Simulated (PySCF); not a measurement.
Molecule: sum formula SiN2H3Br2, net charge -1, singlet state. It need not be the lowest isomer of its formula. Whether it binds its extra electron was not tested at this geometry. SMILES: [NH-][Si](N)(Br)Br
Geometry from a B3LYP-D3(BJ)/def2-TZVP (Ansatz) optimisation:
```
Si
N 1 1.6112
H 2 1.0110 1 118.46
N 1 1.7299 2 114.37 3 -166.12
H 4 1.0094 1 115.75 2 -178.75
H 4 1.0111 5 110.37 1 130.47
Br 1 2.3596 2 121.16 3 75.25
Br 1 2.3946 2 115.76 3 -42.69
```
Charge -1, spin multiplicity 1.

Dispersion corrections to the total energy (kcal/mol) from the dftd3 and dftd4 libraries through PySCF: D3(BJ) without and D4 with the three-body term, each with the damping fitted for the functional named.

| functional | D3(BJ) | D4 |
|---|---|---|
| TPSS | -7.86 | (withheld) |
| B2GP-PLYP | -6.16 | -2.98 |
| B2PLYP | -5.81 | (withheld) |
| LC-wPBE | -6.43 | -7.76 |
| BHLYP | -9.64 | (withheld) |
| revPBE | -13.78 | -17.45 |
| B3LYP | -11.28 | -11.23 |

Question: Fill in the missing entries.

Answer: 
- TPSS, D4: -9.23
- B2PLYP, D4: -4.81
- BHLYP, D4: -9.66
